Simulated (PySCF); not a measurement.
C4H12BN (SMILES BN(CC)CC), singlet, geometry from GFN2-xTB. Base run: PySCF with CAMB3LYP/6-31G, polarisability.

PySCF was given this input:
```python
from pyscf import gto, scf, dft
from pyscf.prop import polarizability

mol = gto.Mole()
mol.atom = '''
    B    -0.328786    0.736434    1.757588
    H     0.289993    0.374395    2.684777
    H    -0.942115    1.734869    1.788837
    N    -0.354158   -0.036360    0.614268
    C    -1.082508    0.372430   -0.577636
    C    -0.389499    1.501823   -1.340075
    C     0.354515   -1.294627    0.491509
    C     1.574611   -1.219778   -0.427552
    H    -1.210171   -0.491619   -1.237225
    H    -2.077450    0.716463   -0.278761
    H    -0.987209    1.789356   -2.202174
    H    -0.272457    2.364687   -0.690166
    H     0.594979    1.197531   -1.684961
    H     0.681436   -1.591761    1.489086
    H    -0.333213   -2.064797    0.116792
    H     2.235512   -0.420020   -0.101727
    H     2.119907   -2.159970   -0.391591
    H     1.281109   -1.035881   -1.458180
'''
mol.basis = '6-31g'
mol.charge = 0
mol.spin = 0
mol.verbose = 3
mol.build()

mf = dft.RKS(mol)
mf.xc = 'camb3lyp'
mf.kernel()
alpha = mf.Polarizability().polarizability()[2, 2]
print('alpha_zz =', alpha)
```

Each row names what was changed in the base input (with any setting that the change needs).

```
change                                         alpha_zz (bohr³)  basis functions  core-seconds (rough)
---------------------------------------------  ----------------  ---------------  --------------------
base                                                      65.25               78                    80
finite field (a.u.) = 2e-4; conv_tol = 1e-6               63.43               78                    50
functional = lda,vwn                                      68.98               78                    20
finite field (a.u.) = 2e-4; conv_tol = 1e-11              65.25               78                    90
basis = 6-31G*                                            66.15              108                   200
functional = pbe0                                         66.40               78                    30
finite field (a.u.) = 0.05; conv_tol = 1e-11              66.08               78                   100
finite field (a.u.) = 0.005; conv_tol = 1e-11             65.26               78                   100
finite field (a.u.) = 0.001; conv_tol = 1e-6              65.03               78                    60
functional = hf                                           63.02               78                     3
basis = STO-3G                                            36.43               42                    30
functional = pbe                                          68.12               78                    30
```

Finite-field rows take the second difference of the energy in a field along z; a small field with loose convergence shows SCF noise divided by the square of the field, and a large one adds hyperpolarisability.
